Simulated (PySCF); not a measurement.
# Identify the compound

The spectra below were simulated for a compound C10H10.

¹H NMR (300 MHz, computed): δ 6.62 (m, 1H), 6.60 (m, 1H), 6.57 (m, 1H), 6.08 (d, 1H), 2.30 (m, 1H), 1.86 (s, 3H), 1.70 (m, 1H), 1.64 (m, 1H).

¹³C{¹H} NMR (computed): δ 146.7 (CH), 145.9 (CH), 138.1 (CH), 138.1 (CH), 85.6 (C), 80.8 (C), 46.5 (C), 23.5 (CH2), 18.0 (CH), 4.8 (CH3).

Calculated, not measured (PySCF 2.14): σ from GIAO-PBE0/pcSseg-1, PBE0-D3(BJ)/def2-SVP geometry. Gas phase, one conformer, averaged over atoms made equivalent by symmetry, fast rotation or ring inversion, non-relativistic Hamiltonian.

Referencing at the same level of theory: ¹H (31.27 ppm), ¹³C (184.41 ppm) against TMS.

Q: Choose the structure that fits.
A. C=CC(=C)c1ccccc1
B. CC#C[C@@H]1CC12C=CC=C2
C. C=CC1=CC=CC=CC1=C

A: B. 

The formula gives 6 degrees of unsaturation (2 rings in the answer). 10 carbon signals for 10 carbons: no two carbons are equivalent. Carbon types of the structure: 3 × C, 5 × CH, 1 × CH2, 1 × CH3, which accounts for all hydrogens. δC 146.7, 145.9, 138.1, 138.1: alkene CH; the olefinic region. δC 85.6, 80.8: alkyne carbon; the triple bond shields along its axis, which puts it between sp3 and sp2 carbons. δC 46.5, 23.5, 18.0: three-membered-ring carbon. δC 4.8: propargylic methyl carbon; a saturated carbon with 1 carbon neighbour and no heteroatom attached. δH 6.62, 6.60, 6.57, 6.08: hydrogen on an alkene CH; a vinylic proton, deshielded by the sp2 carbon and the C=C anisotropy.

The others: C=CC(=C)c1ccccc1 would give 8 carbon signals, not 10; C=CC1=CC=CC=CC1=C would give 10 signals for carbon-bound and other non-exchanging H, not 8.

Shifts are as computed. Against solution values, carbons near 30 ppm lie about +2 ppm off and those near 130 ppm about +5 ppm. Of 1211 compounds with measured shifts, 218 miss one by over three times the rms of a fit or turn the order of signals round; such compounds aren't used in these exercises. No couplings were computed; multiplicities are counted from neighbouring protons, with m where these are inequivalent, close in shift, in a saturated or five-membered ring or joined by F or P, and br s for small geminal =CH2 splittings.
